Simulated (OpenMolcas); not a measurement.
OpenMolcas run: Ca+

Input:

```
&GATEWAY
Coord
1

Ca 0.0 0.0 0.0
Basis=ANO-R2
Group=XYZ
NoMove
AngMom=0.0 0.0 0.0
AMFI
&SEWARD
&RASSCF
FileOrb=start.orb
Symmetry=1
Spin=2
nActEl=1 0 0
Inactive=3 6
Ras2=1 3
CIRoot=1 1 1
SDav=1
CIMx=300
Iter=120 100
PrWF=0.3
OrbListing=Nothing
MaxOrb=0
Atom
>>> COPY $Project.JobIph JOB001
&RASSCF
FileOrb=start.orb
Symmetry=2
Spin=2
nActEl=1 0 0
Inactive=3 6
Ras2=1 3
CIRoot=3 3 1
SDav=3
CIMx=300
Iter=120 100
PrWF=0.3
OrbListing=Nothing
MaxOrb=0
Atom
>>> COPY $Project.JobIph JOB002
&RASSI
NrOfJobIphs=2 1 3
1
1 2 3
IphNames
JOB001
JOB002
EJob
SpinOrbit
DIPRint=1.0
SOCoupling=1000.0
Subsets=2
MEES
Property=10
'ANGMOM' 1 'ANGMOM' 2 'ANGMOM' 3 'MLTPL  1' 1 'MLTPL  1' 2 'MLTPL  1' 3
'AMFI' 1 'AMFI' 2 'AMFI' 3 'MLTPL  2' 6
SOProperty=3
'ANGMOM' 1 'ANGMOM' 2 'ANGMOM' 3
```

Launched by
```bash
OMP_NUM_THREADS=1 MOLCAS_MEM=2252 MOLCAS_PROJECT=a pymolcas a.inp > a.log  # once for each step of the input, in one work folder
```

A driver script runs the steps one by one and writes start.orb anew before each from the orbitals found so far.

Output, cut to the results:

```
--- SEWARD ---
Basis set label: CA.ANO-R...6S5P3D1F.

      Electronic valence basis set:
      ------------------
      Associated Effective Charge  20.000000 au
      Associated Actual Charge     20.000000 au
      Nuclear Model: Finite nucleus - Gaussian distribution
        Gaussian exponent, Xi/bohr**(-2):  3.57222E+08

      Shell  nPrim  nBasis  Cartesian Spherical Contaminant
         s      19       6        X
         p      13       5        X
         d       6       3                 X
         f       5       1                 X
                  Relativistic X2C integrals
                  Atomic mean-field integrals
--- RASSCF ---
Wave function specifications:
      -----------------------------

      Number of closed shell electrons          18
      Number of electrons in active shells       1
      Max number of holes in RAS1 space          0
      Max nr of electrons in RAS3 space          0
      Number of inactive orbitals                9
      Number of active orbitals                  4
      Number of secondary orbitals              30
      Spin quantum number                      0.5
      State symmetry                             1
Orbital specifications:
      -----------------------

      Symmetry species                           1   2
                                                ag  au
      Frozen orbitals                            0   0
      Inactive orbitals                          3   6
      Active orbitals                            1   3
      RAS1 orbitals                              0   0
      RAS2 orbitals                              1   3
      RAS3 orbitals                              0   0
      Secondary orbitals                        17  13
      Deleted orbitals                           0   0
      Number of basis functions                 21  22
      Number of CSFs                             1
      Number of root(s) required                 1
      Iter CI   SX   CI       RASSCF       Energy    max ROT     max BLB   max BLB  Level Ln srch  Step   QN
          iter iter root      energy       change     param      element    value   shift minimum  type update
 Nr of preliminary CI iterations:   1
 ###############################################################################
 ###############################################################################
 ###                                                                         ###
 ###                                                                         ###
 ###    WARNING: Problems in orbital optimization.                           ###
 ###                                                                         ###
 ###                                                                         ###
 ###############################################################################
 ###############################################################################
  Warning: In symmetry  2, orbital p=   7 has diagonal density matrix element D(p,p) close to zero. D(p,p)=  0.000000E+00
  Warning: In symmetry  2, orbital p=   8 has diagonal density matrix element D(p,p) close to zero. D(p,p)=  0.000000E+00
        ...
  Warning: In symmetry  2, orbital p=   7 has diagonal density matrix element D(p,p) close to zero. D(p,p)=  0.000000E+00
  Warning: In symmetry  2, orbital p=   8 has diagonal density matrix element D(p,p) close to zero. D(p,p)=  0.000000E+00
  Warning: In symmetry  2, orbital p=   9 has diagonal density matrix element D(p,p) close to zero. D(p,p)=  0.000000E+00
        4   1    2    1  -679.44617090   -4.55E-13  -8.69E-08    4   5 1  6.48E-08   0.50   0.00    SX    NO
      Convergence after  4 iterations
        5   1    2    1  -679.44617090    3.41E-13  -8.69E-08    4   5 1  4.28E-08   0.50   0.00    SX    NO
      Natural orbitals and occupation numbers for root  1
      sym 1:   1.000000
      sym 2:   0.000000   0.000000   0.000000
::    RASSCF root number  1 Total energy:   -679.44617090
--- RASSCF ---
Wave function specifications:
      -----------------------------

      Number of closed shell electrons          18
      Number of electrons in active shells       1
      Max number of holes in RAS1 space          0
      Max nr of electrons in RAS3 space          0
      Number of inactive orbitals                9
      Number of active orbitals                  4
      Number of secondary orbitals              30
      Spin quantum number                      0.5
...
--- RASSI ---
SPIN-FREE ENERGIES:
  (Shifted by EMIN (a.u.) =       -679.4461709039)

 SF State       Relative EMIN(au)   Rel lowest level(eV)    D:o, cm**(-1)      L_eff

     1             0.0000000000        0.0000000000              0.0000         0.0
     2             0.1094924495        2.9794413351          24030.8150         1.0
     3             0.1094924495        2.9794413351          24030.8150         1.0
     4             0.1094924495        2.9794413351          24030.8150         1.0
     Dipole printing threshold changed to   1.00000000E+00

++ Dipole transition strengths (spin-free states):
   -----------------------------------------------
     for osc. strength at least  1.00000000E+00

  ( Max oscillator strength is only   0.36864593669092194      )
--
Eigenvalues of complex Hamiltonian:
   -----------------------------------
  (Shifted by EMIN (a.u.) =       -679.4461709039)

 SO State       Relative EMIN(au)   Rel lowest level(eV)    D:o, cm**(-1)     J-value

     1             0.0000000000        0.0000000000              0.0000         0.4
     2             0.0000000000        0.0000000000              0.0000         0.4
     3             0.1090663597        2.9678468412          23937.2991         0.4
     4             0.1090663597        2.9678468412          23937.2991         0.4
     5             0.1097054944        2.9852385821          24077.5729         1.4
     6             0.1097054944        2.9852385821          24077.5729         1.4
     7             0.1097054944        2.9852385821          24077.5729         0.8
     8             0.1097054944        2.9852385821          24077.5729         0.8
Weights of the five most important spin-orbit-free states for each spin-orbit state.

 SO State  Total energy (au)           Spin-free states, spin, and weights
 -------------------------------------------------------------------------------------------------------
...
```

The J values that RASSI prints are effective ones from its own formula and need not be integers or half-integers; the table below assigns J from the states.

Levels above the lowest, from the spin-orbit matrix, grouped by J:

```tsv
Configuration	Term	J	E (cm-1)	Measured (cm-1)	Term weight %
4s	2S	1/2	0.0	0.0	100
4p	2P*	1/2	23937	25192	100
4p	2P*	3/2	24078	25414	100
```

Against the 2 measured excited levels shown (NIST Handbook of Basic Atomic Spectroscopic Data) the mean absolute deviation is 1300 cm-1; the largest miss in energy is 4p 2P* 3/2: computed 24078, measured 25414 cm-1 (-5.3 %).

ANO sets are built for ground and valence states and can reach diffuse excited orbitals poorly. With one active electron the reference holds no correlation, so core polarisation is missing. The ANO-R sets hold no well-fitted valence p shell for this element, so s → p excitations can come out far too high. Computed and measured levels are paired by configuration, term and J; levels that our copy of the source lacks, or whose pairing is in doubt (as where it misses far off the trend of its configuration), stay unpaired and out of the deviations. Levels of configurations outside the active space are missing.

The term weight is that of the spin-free term in the level, not the purity of its configuration. * marks odd parity.
